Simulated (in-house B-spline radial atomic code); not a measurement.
How numerical settings move a run on C IV (C3+), [He] 2s1. Computed with an all-electron radial atomic-structure program (B-spline basis): scalar-relativistic (X2C) LDA exchange-only, spin-polarised, spherical fractional occupations, Fermi nucleus of rms radius 2.4702 fm.

Command:
```bash
python run_scf.py task.json out
```
Settings of the sound reference run:
```
Z                6
electrons        3
configuration    [He] 2s1
hamiltonian      x2c
method           lda,
spin_polarised   True
nucleus          fermi
rms_radius       2.4702
mass_number      12
atomic_mass      12
speed_of_light   137.036
knot_spacing     0.22
spline_order     8
gauss_points     12
box_radius       16.22
max_iterations   70
damping          0.5
damped_steps     3
diis_vectors     10
tolerance        1e-08
start            Thomas-Fermi
```

Cost of the run: 0.29 s on 1 thread of Arm Neoverse N1 (shared host).

It converges in 7 iterations to -34.215422 hartree, with 2s up at -56.4372 eV. The other runs change the listed settings, some to values that make no sense; their results aren't properties of the atom or ion. Radii are in bohr (the nuclear one in fm), a minus after a letter asks for a j subshell, and «unchanged» means within 1e-8 hartree. The run stops when the residual is below 10 × tolerance × max(1, Z/10), or a noise floor if that is larger, and the energy moves by less than 1e-8 × √|E| hartree; so very loose and very tight tolerances often act alike.

```tsv
changed settings	outcome
damping = 0.8	converged in 7 iterations, energy unchanged
box_radius = 64.88	converged in 7 iterations, energy +7.61e-08 hartree from the reference, 2s up level +1.9e-06 eV
electrons = 11, configuration = [He] 2s1 4s2 4p6, max_iterations = 60	converged in 11 iterations to -34.0203 hartree, a different physical problem (warning: 4s up has a positive eigenvalue: unbound, held by the box)
gauss_points = 16	converged in 7 iterations, energy -3.82e-08 hartree from the reference
box_radius = 0.97	converged in 7 iterations, energy +7.54e+00 hartree from the reference, 2s up level +2.1e+02 eV (the program warns: 2s up has a positive eigenvalue: unbound, held by the box; 1s up reaches the box edge)
gauss_points = 3, max_iterations = 60, damping = 0.2, tolerance = 0.01	converged in 10 iterations, energy -2.66e+04 hartree from the reference, 2s up level -1.1e+02 eV
knot_spacing = 2, first_knot = 0.00167, max_iterations = 5	not converged after 5 iterations, last residual 2.0e-03, last energy +1.09e-02 hartree from the reference
box_radius = 4.87	converged in 7 iterations, energy +6.12e-05 hartree from the reference, 2s up level +3.6e-03 eV (the program warns: 2s up reaches the box edge)
box_radius = 0.65	converged in 6 iterations, energy +2.66e+01 hartree from the reference, 2s up level +6.9e+02 eV (the program warns: 2s up has a positive eigenvalue: unbound, held by the box; 1s up reaches the box edge)
box_radius = 8.11	converged in 7 iterations, energy +6.09e-08 hartree from the reference, 2s up level +6.9e-07 eV
box_radius = 2.43	converged in 7 iterations, energy +1.17e-01 hartree from the reference, 2s up level +4.0e+00 eV (the program warns: 2s up reaches the box edge)
box_radius = 32.44	converged in 7 iterations, energy +9.62e-08 hartree from the reference, 2s up level +1.7e-06 eV
damping = 0.95	converged in 7 iterations, energy unchanged, 2s up level -3.0e-07 eV
box_radius = 1.62	converged in 7 iterations, energy +1.05e+00 hartree from the reference, 2s up level +3.2e+01 eV (the program warns: 2s up reaches the box edge; 1s up reaches the box edge)
electrons = 4, configuration = [He] 2s1 3p-1, max_iterations = 60	stopped with error: j subshells need the Dirac Hamiltonian and l > 0
gauss_points = 6	converged in 7 iterations, energy +4.77e-08 hartree from the reference, 2s up level +5.9e-07 eV
```

(1) What happens with gauss_points = 5, max_iterations = 60, damped_steps = 0, diis_vectors = 20?

(2) What happens with gauss_points = 8?

(3) What happens with spline_order = 4, box_radius = 32.44, first_knot = 1.67e-05, max_iterations = 60?

(4) What happens with hamiltonian = dirac, method = scan,scan, spin_polarised = False?

Results:

(1) Converged in 5 iterations, energy -3.87e-08 hartree from the reference.

(2) Converged in 7 iterations, energy -1.48e-08 hartree from the reference.

(3) Converged in 7 iterations, energy +7.33e-06 hartree from the reference, 2s up level +4.4e-05 eV.

(4) Stopped with error: meta-GGAs are not served with the Dirac Hamiltonian.
